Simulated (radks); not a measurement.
Results of a calculation; reference values are marked as such.
The rhodium ion Rh+, configuration [Kr] 4d8 (the NIST ground configuration).

Code: a radial shooting solver on a logarithmic mesh with Libxc functionals. Model: Dirac Kohn-Sham, LDA (Slater exchange, Perdew-Wang correlation), spin-unpolarised, spherical densities, finite nucleus; open shells are shared between the two j in proportion to 2j + 1; Fermi nuclear charge, rms radius 4.4945 fm.

Energy parts (eV):
total: -130071.500
kinetic: 135560.885
electron-nucleus: -314682.464
Hartree: 52694.779
exchange-correlation: -3644.700

Orbitals (lengths in bohr, moments of r in powers of bohr; r(max) is where P^2 peaks):
orbital  occ.  eigenvalue (eV)   r(max)     <r^2>      <r>  small-component weight
1s1/2       2        -23003.31  0.02120  0.001441  0.03266                2.70e-02
2s1/2       2        -3341.531   0.1200   0.02373   0.1417                5.61e-03
2p1/2       2        -3096.489  0.09294   0.01779   0.1204                5.63e-03
2p3/2       4        -2952.098  0.09703   0.01913   0.1252                5.42e-03
3s1/2       2        -602.9311   0.3521    0.1753   0.3912                1.55e-03
3p1/2       2        -506.9040   0.3384    0.1712   0.3835                1.49e-03
3p3/2       4        -482.0550   0.3482    0.1808   0.3944                1.44e-03
3d3/2       4        -311.3208   0.2893    0.1626   0.3686                1.32e-03
3d5/2       6        -306.4151   0.2921    0.1655   0.3721                1.31e-03
4s1/2       2         -90.2566   0.8805     1.090   0.9799                3.81e-04
4p1/2       2         -61.0067   0.9261     1.291    1.060                3.27e-04
4p3/2       4         -57.0563   0.9516     1.371    1.092                3.11e-04
4d3/2     3.2         -14.0933    1.141     2.884    1.535                1.70e-04
4d5/2     4.8         -13.6879    1.153     2.971    1.557                1.66e-04

The highest occupied level is 4d5/2 at -13.688 eV. The density falls to 0.001 e/bohr^3 at r = 3.75 bohr. Summed over all electrons, <r^2> = 36.96 bohr^2, which gives a Langevin (diamagnetic) susceptibility term of -29.3 x 10^-6 cm^3/mol. For comparison, the ionisation energy in NIST's Atomic Spectra Database is 18.080 eV (semi-empirical). In exact Kohn-Sham theory the highest level is minus the ionisation energy, but local and semilocal functionals leave it too shallow, through self-interaction and a potential that decays too fast; potentials with the right tail come closer. The electron density at the nucleus is 1.205e+05 e/bohr^3.

Beside tabulated values, note that spin-unpolarised runs miss the spin-polarisation part of the exchange energy of open shells.
